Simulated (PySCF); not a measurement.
Magnetic shielding above rings: a mixed set.

Probes without a nucleus sit at each ring's centroid and 1 Å off its mean plane on both sides; NICS is minus the shielding there, NICSzz its component along the normal. Level: GIAO PBE0/pcSseg-1 (PySCF, non-relativistic, gas phase) on the GFN2-xTB geometries, one conformer each. Atom numbers follow the mapped SMILES.

Question: Order these rings by mean NICS(1)zz, lowest (most negative) first (ppm).
A. ring C3–C4–P6 in `[CH2:1]=[CH:2][C:3]1=[C:4]([CH3:5])[P:6]1[CH2:7][CH2:8][C:9]#[N:10]`
B. ring C2–N3–N4–C5–N6 in `[CH3:1][c:2]1[n:3][n:4][cH:5][n:6]1[SiH:7]([CH3:8])[CH3:9]`
C. ring C3–C4–C5–C6–O10 in `[CH3:1][CH2:2][c:3]1[cH:4][cH:5][c:6]([C:7](=[O:8])[O-:9])[o:10]1` (charge -1)
D. ring C3–Si4–C5–Si7 in `[CH3:1][O:2][C@@H:3]1[SiH2:4][C@H:5]([CH3:6])[Si@H:7]1[S:8][CH3:9]`
E. ring C3–C4–C5–N6–C7–C8 in `[CH2:1]=[P:2]1([c:3]2[cH:4][cH:5][n:6][cH:7][cH:8]2)[CH2:9][CH2:10]1`
F. ring C2–C3–P4–C5–C6–N10 in `[CH3:1][c:2]1[cH:3][p:4][cH:5][c:6]([CH:7]2[CH2:8][CH2:9]2)[n:10]1`

Answer: B (-28.8), E (-27.3), C (-24.3), F (-22.9), A (-19.2), D (3.9).

| SMILES | ring | NICS(0) | NICS(1) | NICS(1)zz | HOMA | rms pucker (Å) | ring atoms with four or more neighbours |
| --- | --- | --- | --- | --- | --- | --- | --- |
| Cc1nncn1[SiH](C)C | 5-membered ring with 3 N; formal bonds all aromatic | -10.6 | -11.1 | -28.8 | 0.84 | 0.00 | 0 |
| C=P1(c2ccncc2)CC1 | 6-membered ring with N; formal bonds all aromatic | -7.5 | -11.3 | -27.3 | 0.99 | 0.01 | 0 |
| CCc1ccc(C(=O)[O-])o1 | 5-membered ring with O; formal bonds all aromatic | -11.2 | -10.1 | -24.3 | 0.47 | 0.00 | 0 |
| Cc1cpcc(C2CC2)n1 | 6-membered ring with N and P; formal bonds all aromatic | -5.4 | -9.8 | -22.9 | 0.96 | 0.00 | 0 |
| C=CC1=C(C)P1CCC#N | 3-membered ring with P; formal bonds 1 double, 2 single | -27.3 | -9.1 | -19.2 | -0.93 | 0.00 | 0 |
| CO[C@@H]1[SiH2][C@H](C)[Si@H]1SC | 4-membered ring with 2 Si; formal bonds all single | -1.1 | -1.6 | 3.9 | – | 0.04 | 4 |

NICS(0) gives another order. The isotropic NICS(1) gives another order. Over the 5 rings with a HOMA value its correlation coefficient with NICS(1)zz is -0.79. HOMA uses Krygowski's 1993 parameters; it is left out where a ring has a four-coordinate atom, a triple bond, no multiple bond or a kind of bond without parameters. NICS(1) and NICS(1)zz are means over the two faces.
